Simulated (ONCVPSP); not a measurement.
# Varying the ONCV potential for Ar

Base potential:

```
Element                 : argon
Generator               : ONCVPSP 4.0.1
Type                    : optimised norm-conserving Vanderbilt (ONCV)
Functional              : PBE
Relativity              : scalar-relativistic
Frozen core             : [Ne]
Valence charge          : 8
Reference configuration : 3s2 3p4 (charge +2)
Partial waves           : 3s: rc 1.05 bohr, ncon 4, nbas 7, qcut 6.6 1/bohr, 1 projector; 3p: rc 1.05 bohr, ncon 4, nbas 9, qcut 7.1 1/bohr, local
Local potential         : the p channel
Core correction         : Teter function, fcfact 4.25, rcfact 1.7
```

All-electron outer shells of the reference configuration (PBE, scalar-relativistic, ld1.x):

```
shell  level (eV)  outermost node (bohr)  outermost maximum (bohr)
   2s     -327.01                   0.12                      0.34
   2p     -260.01                      –                      0.28
   3s      -50.55                   0.51                      1.14
   3p      -35.42                   0.48                      1.23
```

Cutoffs, loose and tight: the cutoffs (Ha) at which the residual kinetic energy of the hardest occupied pseudo-wave falls to 1 and 0.1 mHa per electron. They do not see the model core or the augmentation charge, which bear on the density cutoff. Test errors are all-electron minus pseudo excitation energies from the reference, over the configurations 3s2 3p6; 3s2 3p5; 3s2 3p3; 3s2 3p5.5. A dash means not determined; rows that change the core or the reference have their own tests.

```tsv
change	outcome	cutoff, loose	cutoff, tight	bound ghosts	GHOST(+) flags above zero	largest test error (meV)
base	generated	20 Ha	134 Ha	none	none	+24
core correction Teter function, fcfact 4.25, rcfact 1	generated	20 Ha	134 Ha	none	none	+27
core correction Teter function, fcfact 4.25, rcfact 1.14	generated	20 Ha	134 Ha	none	none	+27
core correction Teter function, fcfact 4.25, rcfact 1.2	generated	20 Ha	134 Ha	none	none	+28
core correction Teter function, fcfact 4.25, rcfact 1.38	generated	20 Ha	134 Ha	none	none	+31
core correction Teter function, fcfact 4.25, rcfact 1.48	generated	20 Ha	134 Ha	none	none	+32
core correction Teter function, fcfact 4.25, rcfact 1.64	generated	20 Ha	134 Ha	none	none	+28
```

(1) What comes out with this change to the base: core correction Teter function, fcfact 4.25, rcfact 1.78?

(2) What comes out with this change to the base: core correction Teter function, fcfact 4.25, rcfact 2.04?

(3) What comes out with this change to the base: core correction Teter function, fcfact 4.25, rcfact 1.94?

## Answers

(1) outcome: generated; cutoff, loose: 20 Ha; cutoff, tight: 134 Ha; bound ghosts: none; GHOST(+) flags above zero: none; largest test error (meV): +14.

(2) outcome: generated; cutoff, loose: 20 Ha; cutoff, tight: 134 Ha; bound ghosts: none; GHOST(+) flags above zero: none; largest test error (meV): -57.

(3) outcome: generated; cutoff, loose: 20 Ha; cutoff, tight: 134 Ha; bound ghosts: none; GHOST(+) flags above zero: none; largest test error (meV): -24.

Reading the sweep of the rcfact (base included, trends over the rows without a ghost): The loose cutoff stays near 20 Ha. The median size of the test errors (rows with all tests solved) is not monotonic: lowest 7.2 meV at 1.78, highest 38.8 meV at 2.04.
